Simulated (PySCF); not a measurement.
Species: C₂H₆OSi₂.
Structure used (PBE0-D3(BJ)/def2-SVP), in Å, numbered top down from 1:
```xyz
11
C2H6OSi2 angstrom
O     -2.9590    0.7276    0.5244
Si    -2.1034   -0.0293   -0.6811
C     -0.3025   -0.0455   -0.2991
C      0.8922   -0.0630   -0.0282
Si     2.6835   -0.0832    0.3740
H     -2.8032    0.4267    1.4243
H     -2.3420    0.7553   -1.9177
H     -2.5232   -1.4496   -0.8649
H      2.8984    0.5891    1.6881
H      3.1587   -1.4947    0.4532
H      3.4386    0.6409   -0.6884
```

Theory: PySCF 2.14.0, PBE0-D3(BJ)/def2-SVP geometry optimisation, gas phase.

Take the most abundant isotopes and a rigid rotor. The values belong to one conformer with, in the numbering `[OH:1][SiH2:2][C:3]#[C:4][SiH3:5]`, H–O1–Si2–C3 -52°.

Task: Give the principal moments of inertia and the rotational constants in MHz.

Result: Ia = 38.74, Ib = 535.57, Ic = 561.49 u·Å²; 505379 MHz·u·Å²/I gives A = 13044, B = 943.6, C = 900.1 MHz.

Task: What kind of rotor is it?

Result: A near-prolate asymmetric top. Ray's parameter κ = (2B − A − C)/(A − C) = -0.993; −1 is the prolate and +1 the oblate limit.

Task: Is it planar, by Δ = Ic − Ia − Ib?

Result: Not planar: Δ = Ic − Ia − Ib = -12.83 u·Å². For a rigid frame Δ = −2 Σ m c², so Σ m c² = 6.41 u·Å² lies off the ab plane: 6.37 from hydrogen and 0.04 from heavier atoms. The atom farthest from that plane is 1.24 Å away.

Task: Give the other two planar moments, Paa and Pbb, and the rms extents of the mass along the axes.

Result: Paa = Σ m a² = (Ib + Ic − Ia)/2 = 529.16 and Pbb = Σ m b² = (Ia + Ic − Ib)/2 = 32.33 u·Å². With the mass M = 102.00 u, the rms extents √(P/M) along a, b and c are 2.28, 0.56, 0.25 Å.

Task: Where do the levels up to J = 4 lie, in cm⁻¹?

Result: Above 0(0,0):
J = 1: 1(0,1) 0.0615, 1(1,1) 0.4651, 1(1,0) 0.4666
J = 2: 2(0,2) 0.1845, 2(1,2) 0.5867, 2(1,1) 0.5910, 2(2,1) 1.8019, 2(2,0) 1.8019
J = 3: 3(0,3) 0.3690, 3(1,3) 0.7690, 3(1,2) 0.7777, 3(2,2) 1.9864, 3(2,1) 1.9864, 3(3,1) 4.0082, 3(3,0) 4.0082
J = 4: 4(0,4) 0.6149, 4(1,4) 1.0121, 4(1,3) 1.0266, 4(2,3) 2.2324, 4(2,2) 2.2325, 4(3,2) 4.2542, 4(3,1) 4.2542, 4(4,1) 7.0847, 4(4,0) 7.0847
The levels of one J sum to (2J + 1)J(J + 1)(A + B + C)/3.

Task: Predict some low-J microwave lines.

Result: The dipole components are |μa| = 0.83 D, |μb| = 0.55 D, |μc| = 1.03 D. Intensities carry the squares of the components, which stand as 0.65 : 0.28 : 1.00 (a : b : c). Some lines, for components of 0.1 D or more:

| type | branch | J(Ka,Kc) | MHz | lower level (cm⁻¹) |
| --- | --- | --- | --- | --- |
| a | Q | 4(1,3) ← 4(1,4) | 436 | 1.012 |
| a | R | 2(0,2) ← 1(0,1) | 3687 | 0.061 |
| a | R | 2(1,1) ← 1(1,0) | 3731 | 0.467 |
| a | R | 3(1,3) ← 2(1,2) | 5466 | 0.587 |
| a | R | 3(2,1) ← 2(2,0) | 5532 | 1.802 |
| a | R | 4(0,4) ← 3(0,3) | 7374 | 0.369 |
| a | R | 4(3,1) ← 3(3,0) | 7375 | 4.008 |
| b | Q | 3(1,2) ← 3(0,3) | 12254 | 0.369 |
| b | Q | 4(1,3) ← 4(0,4) | 12342 | 0.615 |
| b | R | 2(1,2) ← 1(0,1) | 15744 | 0.061 |
| b | R | 4(1,4) ← 3(0,3) | 19280 | 0.369 |
| c | Q | 3(2,2) ← 3(1,2) | 36237 | 0.778 |
| c | Q | 2(2,1) ← 2(1,1) | 36302 | 0.591 |
| b | R | 2(2,1) ← 1(1,0) | 40033 | 0.467 |
| b | R | 2(2,0) ← 1(1,1) | 40076 | 0.465 |
| b | R | 4(2,3) ← 3(1,2) | 43611 | 0.778 |
| c | Q | 3(3,1) ← 3(2,1) | 60611 | 1.986 |
| c | R | 3(3,0) ← 2(2,0) | 66143 | 1.802 |
| c | R | 4(3,2) ← 3(2,2) | 67987 | 1.986 |
| b | R | 4(4,1) ← 3(3,0) | 92231 | 4.008 |
| c | R | 4(4,0) ← 3(3,0) | 92231 | 4.008 |
| c | R | 4(4,1) ← 3(3,1) | 92231 | 4.008 |

Not checked by PBE0-D3(BJ)/def2-SVP frequencies. No vibrational averaging or centrifugal distortion is included, and the geometry carries the error of its method. A rigid rotor knows nothing of internal rotation, which can split or shift real lines.

Time: 30 s of wall time; peak memory 0.49 GiB. Hardware: Arm Neoverse V2, one thread, shared host with 64 logical CPUs at a one-minute load of 44. These figures are those of the optimisation.
